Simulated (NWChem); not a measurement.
Species: CH$_{6}$AsB; SMILES B(C)[AsH2]

All runs: NWChem. Each level has its own optimisation; frequencies are unscaled. One conformer.

```
level                r As–B (Å)  r B–H (Å)  r B–C (Å)  r As–H (Å)  highest harmonic frequency (cm⁻¹)  lowest (cm⁻¹)  zero-point energy (kcal/mol)  dipole (D)
-------------------  ----------  ---------  ---------  ----------  ---------------------------------  -------------  ----------------------------  ----------
Hartree-Fock/3-21G        2.029      1.189      1.572       1.514                               3250             84                          42.7        1.34
Hartree-Fock/STO-3G       1.967      1.162      1.575       1.452                               3744             79                          49.6        1.04
PBE0/def2-SVP             2.006      1.212      1.560       1.517                               3162             86                          40.3        1.13
```
